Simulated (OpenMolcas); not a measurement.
**Computed transition rates of As**

| Quantity | Value |
| --- | --- |
| Program | OpenMolcas |
| Method | SS-RASPT2, IPEA 0.25 Eh, imaginary shift 0.1 Eh (closed shells correlated: 3d) |
| Basis | ANO-RCC-VTZP [6s5p3d1f] |
| Scalar Hamiltonian | DKH2, point nucleus |
| Active space | 5 electrons in 9 orbitals (RAS2 4s 4p; RAS3 4d, at most 2 electrons) |
| State averaging | 2S+1 = 4 odd, 1 root; 2S+1 = 2 odd, 8 roots; 2S+1 = 4 even, 3 roots; 2S+1 = 2 even, 5 roots (0 in the spin-orbit step) |
| Spin-orbit coupling | RASSI with atomic mean-field integrals over the reference wave functions, term energies averaged over their components |

Rates come from the transition moments of the reference wave functions (E1 and E2 in the length form). At fixed line strength A goes as λ^-3 for E1 and M1 and as λ^-5 for E2, so a rate at the computed wavelength can be rescaled to the measured one. Measured vacuum wavelengths follow from level energies in NIST Handbook of Basic Atomic Spectroscopic Data. Branching counts decays inside the model space alone, at computed energies, and the table is only a selection of the E2 and M1 lines, drawn from those between levels with measured partners whose computed energy lies within a factor of 1.5 of the measured one.

| Upper | Lower | Type | λ computed (nm) | λ measured (nm) | A computed (s-1) | A rescaled (s-1) | Branching % |
| --- | --- | --- | --- | --- | --- | --- | --- |
| 4s² 4p³ ²D°_5/2 | 4s² 4p³ ²D°_3/2 | M1 | 45310 | 31040 | 1.13e-04 | 3.51e-04 | 3.1 |
| 4s² 4p³ ²P°_1/2 | 4s² 4p³ ²D°_5/2 | E2 | 1301 | 1375 | 7.18e-02 | 5.44e-02 | 7.6 |
| 4s² 4p³ ²P°_1/2 | 4s² 4p³ ²D°_3/2 | M1 | 1265 | 1317 | 2.39e-01 |  | 25.3 |
| 4s² 4p³ ²P°_1/2 | 4s² 4p³ ²D°_3/2 | E2 | 1265 | 1317 | 1.22e-01 | 9.97e-02 | 12.9 |
| 4s² 4p³ ²P°_3/2 | 4s² 4p³ ²D°_5/2 | M1 | 1257 | 1293 | 2.21e-01 |  | 10.7 |
| 4s² 4p³ ²P°_3/2 | 4s² 4p³ ²D°_5/2 | E2 | 1257 | 1293 | 1.45e-01 | 1.26e-01 | 7.0 |
| 4s² 4p³ ²P°_3/2 | 4s² 4p³ ²D°_3/2 | M1 | 1223 | 1241 | 4.22e-01 |  | 20.5 |
| 4s² 4p³ ²P°_3/2 | 4s² 4p³ ²D°_3/2 | E2 | 1223 | 1241 | 6.47e-02 | 6.01e-02 | 3.1 |
| 4s² 4p³ ²D°_3/2 | 4s² 4p³ ⁴S°_3/2 | M1 | 870.7 | 944 | 3.54e-02 |  | 95.8 |
| 4s² 4p³ ²D°_3/2 | 4s² 4p³ ⁴S°_3/2 | E2 | 870.7 | 944 | 1.56e-03 |  | 4.2 |
| 4s² 4p³ ²D°_5/2 | 4s² 4p³ ⁴S°_3/2 | E2 | 854.3 | 916.2 | 2.66e-03 |  | 73.1 |
| 4s² 4p³ ²D°_5/2 | 4s² 4p³ ⁴S°_3/2 | M1 | 854.3 | 916.2 | 8.68e-04 |  | 23.8 |
| 4s² 4p³ ²P°_1/2 | 4s² 4p³ ⁴S°_3/2 | M1 | 515.7 | 549.9 | 5.11e-01 |  | 54.1 |
| 4s² 4p³ ²P°_3/2 | 4s² 4p³ ⁴S°_3/2 | M1 | 508.6 | 536.3 | 1.20e+00 |  | 58.6 |

Spin-changing lines and M1 lines between different terms are not rescaled, since their strength hangs on the term gaps too.

The largest correction is for 4s² 4p³ ²D°_5/2 → 4s² 4p³ ²D°_3/2 (M1): 1.13e-04 × (45310 / 31040)^3 = 3.51e-04 s-1, a factor of 3.11.

No measured rate stands beside these. Rescaling mends the energy factor alone: line strengths can still be far off where a level mixes with configurations outside the active space, and weak or spin-changing lines hang on small mixing coefficients that depend on the term gaps too, so rescaling need not improve them.

Some high roots are left out of the spin-orbit mixing, which shifts the levels that they would mix with. Active for correlation alone: 4d; no level in the range computed is led by a configuration that fills it, so any true level of that kind is missing. Measured partners are found by configuration, term and J. A level has none where our copy of the source lacks it or the pairing is in doubt (some pairs that miss far off the trend of their configuration count as doubtful). Levels of configurations outside the active space are missing.

° marks odd parity.
